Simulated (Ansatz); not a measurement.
System: CH5O2Si, net charge 0, doublet state. SMILES: C[Si](O)O
Geometry: optimised at B3LYP-D3(BJ)/def2-TZVP (Ansatz, a quantum-chemistry and plane-wave program).

Wanted: atomisation energy, in kcal/mol. Terms: 6-31G* and kin with 6d, 5d where marked; no dispersion term unless named; atomisation electronic, to ground-state atoms; frozen cores in correlated levels; non-relativistic; spin-orbit terms left out; UHF or UKS for open shells. Basis-set limits of correlation are two-point, X^-3; Hartree-Fock from the larger set. Ab initio and DFT rows: single points at B3LYP-D3(BJ) geometries (Ansatz).

```tsv
species	coefficient	E at B3LYP/6-31G* (Ansatz), Eh	E at wB97M-V/def2-TZVPD (Ansatz), Eh
C[Si](O)O	-1	-481.09077	-481.11995
C atom	+1	-37.84628	-37.84643
H atom	+5	-0.50027	-0.49411
O atom	+2	-75.06062	-75.07806
Si atom	+1	-289.37173	-289.35271
```

Coupled cluster (Ansatz) is a level with limits of its own, used here on species with T1 under 0.025 (0.045 for open shells) and stable references: CCSD(T)/CBS(aug-cc-pV(T+d)Z,aug-cc-pV(Q+d)Z). Value to compare with, CCSD(T)/CBS(aug-cc-pV(T+d)Z,aug-cc-pV(Q+d)Z) (Ansatz): 816.1 kcal/mol. 1 Eh = 627.5095 kcal/mol.

Compute it at each level from the table, and compare with CCSD(T)/CBS(aug-cc-pV(T+d)Z,aug-cc-pV(Q+d)Z) (Ansatz).


- B3LYP/6-31G*: the sum of coefficient times E is 1.25017 Eh, or 784.49 kcal/mol. Result: 784.5 kcal/mol. Its difference against CCSD(T)/CBS(aug-cc-pV(T+d)Z,aug-cc-pV(Q+d)Z) (Ansatz) is -31.6 kcal/mol.
- wB97M-V/def2-TZVPD: the sum of coefficient times E is 1.29414 Eh, or 812.09 kcal/mol. Result: 812.1 kcal/mol. Its difference against CCSD(T)/CBS(aug-cc-pV(T+d)Z,aug-cc-pV(Q+d)Z) (Ansatz) is -4.0 kcal/mol.
